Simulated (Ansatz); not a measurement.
Isomers

Structures of Si2H2F2, singlet, relaxed at PBE0-D4/def2-TZVP (vibrations not checked; lower isomers may exist, and structures with a doubtful reference or unclear bonds are left out). Program: Ansatz 0.2.0. Basis: def2-TZVPP. Cores are frozen in the correlated methods. B3LYP uses VWN-RPA correlation.

(1) Rank them by CCSD(T) energy, lowest first, and give each one's height above the lowest. Links in brackets join atoms within 1.22 times the sum of their covalent radii (1.1 for two metals). (To be estimated.)
A.
Si₂H₂F₂ ([F][SiH][SiH][F])
```
6
angstrom
F -0.7496 0.3244 -2.2041
Si 0.3465 0.1796 -1.0466
Si -0.2783 -0.1528 1.0709
F -1.4493 -1.1869 1.4199
H 1.2203 1.3889 -1.1224
H 0.9104 -0.5532 1.8823
```
B.
Si₂H₂F₂ ([F][Si]([F])[SiH2])
```
6
angstrom
F 1.8780 -1.1380 0.1795
Si 0.3474 -0.7393 0.2087
F -0.3741 -2.0275 0.7768
Si -0.4698 1.3460 0.2329
H 0.3618 1.6952 -0.9782
H -1.7433 0.8636 -0.4198
```
C.
Si₂H₂F₂ ([F][Si][SiH2][F])
```
6
angstrom
F 0.3202 2.0280 1.3181
Si 0.5175 -1.3084 0.8370
F -0.2931 -2.0007 -0.3838
Si -0.2751 0.9413 0.2867
H 0.1468 1.3487 -1.0857
H -1.7635 1.0283 0.3545
```
D.
Si₂H₂F₂ ([F][SiH]([F])[SiH])
```
6
angstrom
F -1.1086 1.0077 -1.9286
Si 0.0931 0.3015 -1.1486
Si -0.5079 -0.3219 1.0842
F 0.3873 -1.0646 -1.9293
H 1.2680 1.1950 -1.3283
H 0.9681 -0.6690 1.2704
```

(2) Do PBE-D4, r2SCAN-D4, PBE0-D4, B3LYP-D4, wB97M-V, HF, MP2 give the same order? (Judge from chemistry; the calculation decides.)

No T1 diagnostic of these runs exceeds 0.018. The restricted Hartree–Fock reference is unstable towards an unrestricted one at one or more of these structures. A large double-excitation amplitude points to some diradical character; no triplet was computed.

For scale, one of the runs: CCSD(T)/def2-TZVPP, 174 basis functions, launched by `ansatz run in.yaml --threads 2 --pin off --events-out ev --progress --plain --max-ram 4352MiB`. The run took 57 s on 2 CPU threads of an Intel Xeon (shared host), with 1.5 GiB of host memory at its peak.

Results:

(1) Computed: B (0.00 kcal/mol), D (2.16 kcal/mol), C (3.54 kcal/mol), A (9.26 kcal/mol). Heights count from the lowest.

(2) By the calculation: Lowest first: PBE-D4 B < C < D < A; B3LYP-D4 B < C < D < A; wB97M-V B < C < D < A; HF D < C < B < A. The others agree with CCSD(T).
